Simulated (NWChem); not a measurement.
Molecule: C2H6F2Si; SMILES C(C)[SiH](F)F

```xyz
11

Si    -0.0008    -0.6079    -0.4394
F     -1.2912    -1.0559     0.4297
F      1.2965    -1.0505     0.4223
C     -0.0047     1.2322    -0.6581
C     -0.0005     2.0181     0.6531
H     -0.0027    -1.3915    -1.6980
H      0.8727     1.4913    -1.2773
H     -0.8874     1.4891    -1.2706
H     -0.0009     3.1035     0.4719
H      0.8882     1.7809     1.2574
H     -0.8855     1.7811     1.2631
```
Atoms are numbered in this order, from 1.

Program: NWChem. Pople sets run with spherical d functions. The geometry was optimised at PBE0/def2-SVP. Isolated, static molecule.

GIAO at B3LYP/6-31G*: principal shieldings of C5 are 178.7, 179.7, 190.7 ppm; an isolated tetramethylsilane molecule has σ = 189.5 ppm at the same levels.

Find the isotropic 13C shift, its principal values, the span and the skew.


1. σ(iso) = one third of the sum = 183.0 ppm.
2. δ = σ(reference) − σ = 6.5 ppm against tetramethylsilane.
3. δ11, δ22, δ33 = 10.8, 9.8, -1.2 ppm.
4. Span Ω = δ11 − δ33 = 12.0 ppm; skew κ = 3(δ22 − δ(iso))/Ω = 0.83.
